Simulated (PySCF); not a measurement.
# C₆ coefficients of unlike pairs at PBE0

Calculated with PySCF 2.14 from the dipole response of each species, C₆(A,B) = (3/π) ∫ α_A(iu) α_B(iu) du, in atomic units, from isotropic polarisabilities. For ions this is the dispersion term alone; charge-induced terms of lower order in 1/R come first.

| species | configuration | basis | relativity | α (bohr³) | C₆ (like pair) |
| --- | --- | --- | --- | --- | --- |
| Si(3+) | [Ne] 3s1 (2S) | aug-cc-pVDZ-DK (5s4p2d) | spin-free X2C | 7.437 | 13.97 |
| Re+ | [Xe] 4f14 5d5 6s1 (7S) | x2c-TZVPPall with one added diffuse shell each of s, p, d, f type (12s8p8d4f1g) | spin-free X2C | 31.47 | 266.6 |
| Sn(2+) | [Kr] 4d10 5s2 (1S) | aug-cc-pwCVTZ-DK3 with one added diffuse shell each of s, p, d, f type (11s10p8d5f1g) | spin-free X2C | 15.56 | 88.06 |
| Cr+ | [Ar] 3d5 (6S) | aug-cc-pVTZ-DK (8s7p5d3f2g) | spin-free X2C | 12.39 | 46.03 |

Estimate C₆ for Cr+ with Sn(2+).

The integral gives 63.54. The combination rule 2 C_A C_B / (C_A α_B/α_A + C_B α_A/α_B) gives 63.37 and the geometric mean 63.67.

No spin-orbit coupling is included.

The other pairs:

```csv
pair,C₆
"Cr+, Si(3+)",24.42
"Cr+, Re+",110.0
"Sn(2+), Re+",152.0
"Sn(2+), Si(3+)",33.81
"Re+, Si(3+)",60.24
```
